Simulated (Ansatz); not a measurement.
The cluster Ru3⁻. Charge -1, multiplicity 2. Geometry PBE-D4/def2-TZVPD; atoms count from 1.

```xyz
3

Ru    0.150    2.030    0.559
Ru    0.091   -2.056   -0.430
Ru   -0.242    0.026   -0.129
```

In the def2 sets Ru takes a core potential; there is no spin–orbit coupling. The charge -1 doublet is spin-contaminated (final ⟨S²⟩ up to 3.34, 0.75 for a pure state). The geometry of the doublet was relaxed on an unsound state (⟨S²⟩ 2.11, where a pure state has 0.75). The structure comes from a short search, and lower isomers may exist.

Q: Estimate the Mulliken populations from the PBE0/def2-TZVPD orbitals of Ansatz.

A: 
| atom | charge (e) | spin (α − β) | d electrons |
| --- | --- | --- | --- |
| Ru1 | 0.00 | -3.07 | 6.91 |
| Ru2 | -0.01 | 2.84 | 6.92 |
| Ru3 | -0.99 | 1.23 | 6.94 |
Mulliken values and Mayer orders depend strongly on the basis. With diffuse functions, as here, like atoms can get unlike values, and bond orders can come out too low or too high.

Q: Where does the spin sit?

A: Summed by element: Ru 1.00, of 1 unpaired in all. Largest on single atoms: Ru1 -3.07, Ru2 2.84, Ru3 1.23.

Q: And the Mayer bond orders between bonded heavy atoms (over 0.3)?

A: Ru1–Ru3 2.42 (2.15 Å); Ru2–Ru3 2.76 (2.13 Å). Values over 0.3 also appear between atoms too far apart for a bond (Ru1–Ru2 0.83 at 4.20 Å); they arise where an orbital or an unpaired electron spreads over both atoms.
